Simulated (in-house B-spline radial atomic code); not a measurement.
A radial electron density 4πr²n(r) was computed for an atom or ion in its tabulated ground configuration with a B-spline radial code for spherical atoms; method: non-relativistic CAM-B3LYP, spin-polarised, spherical fractional occupations, exact exchange averaged over the configuration. Columns: r (bohr), 4πr²n(r) (electrons per bohr), bar.

```
 0.00139    1.458 #
 0.00168    2.074 #
 0.00204    2.958 ##
 0.00247    4.168 ###
   0.003    5.856 ####
 0.00364    8.129 #####
 0.00442    11.16 #######
 0.00536    15.05 #########
  0.0065    19.94 ############
 0.00788    25.82 ################
 0.00956     32.6 ####################
  0.0116    39.87 ########################
  0.0141    47.01 ############################
  0.0171    52.89 ################################
  0.0207    56.57 ##################################
  0.0251    57.37 ###################################
  0.0305    55.33 #################################
   0.037    51.91 ###############################
  0.0449    49.72 ##############################
  0.0544    51.46 ###############################
   0.066    58.05 ###################################
  0.0801    66.97 #########################################
  0.0972    72.67 ############################################
   0.118    70.29 ###########################################
   0.143    60.62 #####################################
   0.173    50.96 ###############################
    0.21    48.97 ##############################
   0.255    54.69 #################################
    0.31    58.15 ###################################
   0.376     50.3 ##############################
   0.456    33.87 #####################
   0.553    19.82 ############
   0.671    14.66 #########
   0.814     14.7 #########
   0.987    13.11 ########
     1.2    8.405 #####
    1.45    3.804 ##
    1.76    1.141 #
    2.14   0.2207 
    2.59  0.02788 
    3.15 0.001889 
    3.82 6.787e-05
```

Q: Which atom or ion is it?
A. Pd8+
B. Pd7+
C. In9+
D. Rh8+

A: A. The area under the curve, ∫4πr²n dr = ∫r·4πr²n d(ln r) on this logarithmic grid, is 38 electrons, which only this option has. The configuration is [Kr] 4d2.
